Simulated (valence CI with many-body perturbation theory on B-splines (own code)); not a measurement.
**Hyperfine factors and g values of Os⁶⁸⁺**

Calculated by relativistic CI+MBPT: six valence electrons over a frozen Dirac-Fock core [He], a basis of 9 s, 9 p, 8 d, 6 f, 3 g, 1 h functions for each j, with the one-electron correlation potential Σ1, the two-electron term Σ2, the three-electron term Σ3, Breit, model QED; selected CI, second order for the rest, scaled by the run's own slope (own B-spline code, finite nucleus).

No measured spectrum was set against this ion. As an estimate, large intervals hold to a few tenths of a per cent, small ones and those within an open d or f shell to about a per cent. Among the levels kept, up to 2100 cm⁻¹ of a level comes from second order outside the variational space, and about a tenth of that is noise between levels of different J, which matters for small intervals.

A/g_I is the dipole constant over the nuclear g factor μ/I (μ in nuclear magnetons, uniformly magnetised nucleus), B/Q the quadrupole constant per barn. Both hold the static response of the core; the bare values leave it out. Large factors of s and p1/2 electrons are usually good to 5 to 10 %; those of open d and f shells near neutrality can be off by tens of per cent, and small factors of p3/2, d and f electrons come from cancelling terms and can be off by a factor of two or in sign, in half-filled shells by more. B is blank for J = 1/2, where it vanishes, and for nearly pure S terms. Energies count from the lowest level. Levels with J = 0 are left out.

Levels are named by their leading jj configuration (3d3/2^4 stands for four electrons in 3d with j = 3/2), which in mixed levels can hold well under half, so a name can repeat and another be missing. Letters in brackets count levels of one name in rising energy.

```
                             Level  E (Ry)      g  A/g_I (MHz)  A/g_I bare  B/Q (MHz/b)  B/Q bare
        (2s^2 2p1/2^2 2p3/2^2) J=2    0.00  1.303       889000      908000        82500     82600
          (2s^2 2p1/2 2p3/2^3) J=1  116.37  1.467      -985000     -953000      -889000   -890000
          (2s^2 2p1/2 2p3/2^3) J=2  117.75  1.119      2780000     2790000     -1860000  -1870000
          (2s 2p1/2^2 2p3/2^3) J=2  147.58  1.461      7030000     6980000     -1770000  -1770000
          (2s 2p1/2^2 2p3/2^3) J=1  154.00  1.151     -5270000    -5160000      -753000   -755000
            (2s 2p1/2 2p3/2^4) J=1  267.73  1.264     1.70e+07    1.68e+07      -129000   -129000
       (2s^2 2p1/2^2 2p3/2 3s) J=2  670.74  1.479      2490000     2490000      1750000   1750000
       (2s^2 2p1/2^2 2p3/2 3s) J=1  671.44  1.137      -699000     -660000       888000    889000
    (2s^2 2p1/2^2 2p3/2 3p1/2) J=1  680.11  1.466       498000      525000       871000    872000
    (2s^2 2p1/2^2 2p3/2 3p1/2) J=2  680.20  1.147      1280000     1300000      1730000   1730000
    (2s^2 2p1/2^2 2p3/2 3p3/2) J=3  713.42  1.314       575000      589000      2270000   2280000
    (2s^2 2p1/2^2 2p3/2 3p3/2) J=1  713.46  1.325       572000      585000      -903000   -904000
    (2s^2 2p1/2^2 2p3/2 3p3/2) J=2  715.66  1.308       578000      591000        37000     37000
    (2s^2 2p1/2^2 2p3/2 3d3/2) J=2  722.61  1.028       519000      529000        -2580     -2560
    (2s^2 2p1/2^2 2p3/2 3d3/2) J=3  723.22  1.063       518000      528000      1810000   1810000
    (2s^2 2p1/2^2 2p3/2 3d3/2) J=1  723.51  1.068       515000      525000      -734000   -736000
    (2s^2 2p1/2^2 2p3/2 3d5/2) J=4  731.02  1.233       367000      374000      1840000   1840000
    (2s^2 2p1/2^2 2p3/2 3d5/2) J=2  731.92  1.216       122000      124000     -1220000  -1220000
    (2s^2 2p1/2^2 2p3/2 3d5/2) J=3  733.11  1.203       303000      309000      -329000   -330000
    (2s^2 2p1/2^2 2p3/2 3d5/2) J=1  734.10  1.076      -577000     -592000       201000    201000
   (2s^2 2p1/2 2p3/2^2 3s) J=2 [a]  785.89  1.574      1230000     1240000       113000    113000
   (2s^2 2p1/2 2p3/2^2 3s) J=1 [a]  786.82  1.295     -2580000    -2530000        30900     30900
       (2s^2 2p1/2 2p3/2^2 3s) J=3  787.70  1.296      3240000     3230000        -4170     -4190
   (2s^2 2p1/2 2p3/2^2 3s) J=2 [b]  788.38  1.017      1750000     1770000       -29000    -29000
   (2s^2 2p1/2 2p3/2^2 3s) J=1 [b]  792.08  1.297      7890000     7840000       -14900    -14900
(2s^2 2p1/2 2p3/2^2 3p1/2) J=1 [a]  795.01  1.632     -1380000    -1340000        44600     44700
(2s^2 2p1/2 2p3/2^2 3p1/2) J=2 [a]  795.61  1.192      1220000     1230000        13100     13100
    (2s^2 2p1/2 2p3/2^2 3p1/2) J=3  796.84  1.076      2440000     2440000       -19300    -19300
(2s^2 2p1/2 2p3/2^2 3p1/2) J=2 [b]  799.94  1.294      1370000     1380000        64700     64800
(2s^2 2p1/2 2p3/2^2 3p1/2) J=1 [b]  800.82  0.630      5490000     5470000        -3520     -3530
       (2s 2p1/2^2 2p3/2^2 3s) J=3  812.61  1.527      6010000     5980000       219000    220000
   (2s 2p1/2^2 2p3/2^2 3s) J=2 [a]  814.94  1.365      6040000     6010000       106000    106000
```

(1) Take the isotope of mass number 189, with I = 3/2, μ = 0.6576 μN and Q = 0.86 b. What is the hyperfine structure of (2s 2p1/2^2 2p3/2^3) J=1?

Results:

(1) From the table A = -2310000 MHz, B = -648000 MHz. Shifts from the centre of gravity in MHz: F = 1/2: 4960000, F = 3/2: 2960000, F = 5/2: -3630000.
